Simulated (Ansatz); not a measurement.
```yaml
crystal:
  periodic: [false, false, false]
  atoms:
    - {symbol: O, position_ang: [-0.091380, 1.406538, -0.709401]}
    - {symbol: P, position_ang: [-1.199379, -0.129605, -0.883901]}
    - {symbol: Al, position_ang: [0.042568, 0.613654, 0.989141]}
    - {symbol: Si, position_ang: [0.580155, -1.351537, -0.177668]}
    - {symbol: H, position_ang: [-0.650778, 2.183155, -0.829733]}
    - {symbol: H, position_ang: [-0.206320, 1.532152, 2.245640]}
    - {symbol: H, position_ang: [1.639574, -1.755222, -1.146075]}
    - {symbol: H, position_ang: [-0.022242, -2.556135, 0.456096]}
basis:
  gaussian: {orbitals: def2-mTZVPP}
hamiltonian: {xc: {name: M06-2X}, pseudopotentials: {relativity: scalar}}
```

```sh
$ ansatz run in.yaml --threads 2 --pin off --events-out ev --progress --plain --max-ram 4352MiB
```

Shortened log:

```
Error: YAML parse error: error: line 14 column 19: hamiltonian.xc: no functional is named "M06-2X"; the names, which are not case-sensitive, are SVWN5, SPW92, PBE, PBE0, PBEsol, revPBE, revPBE0, RPBE, rPW86-PBE, HSE06, wPBEh, LC-wPBE, HISS, HF, BLYP, B3LYP, B3LYP5, BHLYP, CAM-B3LYP, r2SCAN, r2SCANh, r2SCAN0, r2SCAN50, m-r2SCAN, B97, wB97, wB97X, wB97X-V, B97M-V, wB97M-V, B2PLYP, B2GP-PLYP, PBE0-DH, PBE-QIDH
12 | basis:
13 |   gaussian: {orbitals: def2-mTZVPP}
14 | hamiltonian: {xc: {name: M06-2X}, pseudopotentials: {relativity: scalar}}
```

Task: What is wrong with this run?

Result: The method's name isn't one that the program takes here. The input was rejected before any iteration.

HSE06 is defined as in plane-wave codes.
